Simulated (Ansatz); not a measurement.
A geometry relaxed with PBE0-D3(BJ)/def2-TZVP (Ansatz, a first-principles code), charge 0, multiplicity 1:

```xyz
7

H     -1.2998    -0.4637     0.9018
H     -1.2758     1.0447    -0.0214
B      0.6422    -0.0120    -0.0032
B      2.0592    -0.7040    -0.3421
B      2.0874     0.6231     0.3278
H     -1.3089    -0.5055    -0.8666
C     -0.9044     0.0173     0.0037
```

Problem. Write the SMILES of this molecule.

Solution. `CB1B=B1`
